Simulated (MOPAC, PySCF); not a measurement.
C3H4Si, SMILES `C=[si]1cc1`, neutral singlet in the gas phase. 

Cartesian coordinates (Å):
SMILES: C=[si]1cc1
```xyz
8

C      1.9031    -0.3212     0.1673
Si     0.2428    -0.0411     0.0210
C     -1.2584     0.8987    -0.1549
C     -1.4895    -0.4349    -0.0865
H      2.6081     0.4970     0.1675
H      2.2923    -1.3242     0.2626
H     -1.9073     1.7585    -0.2600
H     -2.3911    -1.0329    -0.1170
```
Charge 0, spin multiplicity 1.

All levels are single points at this geometry (B3LYP-D3(BJ)/def2-TZVP); Pople sets use spherical d functions. Orbital energies aren't observables, and empty levels follow the basis.

PBE-D3(BJ)/def2-TZVP in PySCF gives HOMO (eV) = -5.02.

**Question.** Estimate the HOMO (eV) from each of these levels: B3LYP-D3(BJ)/def2-TZVP in PySCF; B3LYP/3-21G in PySCF; B3LYP/6-31G* in PySCF; B3LYP/LANL2DZ in PySCF; PBE/6-31G* in PySCF; SVWN5/6-31G* in PySCF; AM1 in MOPAC; PM3 in MOPAC.

**Answer.** 
```tsv
level	HOMO (eV)
B3LYP-D3(BJ)/def2-TZVP in PySCF	-5.81
B3LYP/3-21G in PySCF	-5.54
B3LYP/6-31G* in PySCF	-5.51
B3LYP/LANL2DZ in PySCF	-5.78
PBE/6-31G* in PySCF	-4.72
SVWN5/6-31G* in PySCF	-4.84
AM1 in MOPAC	-8.42
PM3 in MOPAC	-7.88
```
